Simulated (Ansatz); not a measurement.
Compare A (`CC[O][GaH2]`) with its isomer B (`CO[CH2][GaH2]`).

Isolated molecules relaxed with PBE0-D4/def2-TZVP in Ansatz; ΔE leaves out vibrations. CCSD(T)/CBS adds triple-zeta CCSD(T) − MP2 to the extrapolated MP2 energy (def2 sets, frozen cores). DFT in def2-TZVPP. B3LYP here is the variant with VWN-RPA as its local correlation; programs differ in this. For Ga outer-core shells are correlated without core-valence functions, which leaves a few kJ/mol of doubt a bond. Scalar relativity is left out up to krypton. Each species was taken in one conformer, which may not be the lowest.

(1) Which isomer does CCSD(T)/CBS put lower? Give the gap. (Estimate.)

(2) Give E(B) − E(A) in kJ/mol with LDA (SPW92), B3LYP-D4, B2PLYP, CCSD(T)/def2-TZVPP, MP2/def2-TZVPP, B3LYP, HF/def2-TZVPP. (Best estimate.)

(3) Does the order hold for the free energy at 298.15 K (harmonic terms from PBE0-D4)? (An estimate is asked.)

Largest T1 diagnostic: 0.014.

Results:

(1) Ansatz gave: A, by 143.5 kJ/mol.

(2) Computed: LDA (SPW92) 144.0, B3LYP-D4 140.5, B2PLYP 143.5, CCSD(T)/def2-TZVPP 143.3, MP2/def2-TZVPP 148.0, B3LYP 138.2, HF/def2-TZVPP 139.9. None reverses the order clearly.

(3) The calculation gave: Yes: G(B) − G(A) = +135.5 kJ/mol, for one conformer each. Modes under 60 cm⁻¹, often nearly free rotors, make the harmonic entropy too high.

Leaving LDA and LC-ωPBE aside and taking each functional with its dispersion term where it has one, the values, not all of them listed here, spread over 10.6 kJ/mol, from revPBE-D4 to B97M-V. LDA lies +6.7 kJ/mol from PBE without D4. In def2-TZVPP, CCSD(T) changes the Hartree–Fock value by +3.3 kJ/mol (the triples alone add +1.1 kJ/mol) and MP2 by +8.1 kJ/mol.
